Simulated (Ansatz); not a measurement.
Frontier orbitals of C₂H₂BF₂N (`FBC1(F)C=N1`).

Total charge 0; spin multiplicity 1. The structure was optimised at the PBE0-D4/def2-TZVP level. It is one conformer, not always the lowest. Basis def2-TZVPP, Ansatz.

```
             functional  HOMO (eV)  LUMO (eV)  gap (eV)
            LDA (SPW92)      -7.22      -3.13      4.09
                    PBE      -7.02      -2.81      4.21
                   PBE0      -8.43      -1.76      6.67
                r2SCANh      -7.81      -2.18      5.63
HSE06 (plane-wave form)      -8.03      -2.15      5.88
                  BHLYP      -9.76      -0.69      9.07
                ωB97M-V     -10.70       0.37     11.07
```

Against PBE, PBE0 changes HOMO and LUMO by −1.42 and +1.05 eV, ωB97M-V by −3.69 and +3.18 eV. A gap of 4.20 eV thus becomes 11.07 eV for the same molecule, so an orbital gap means little without its functional. A positive LUMO is unbound and depends on the basis.
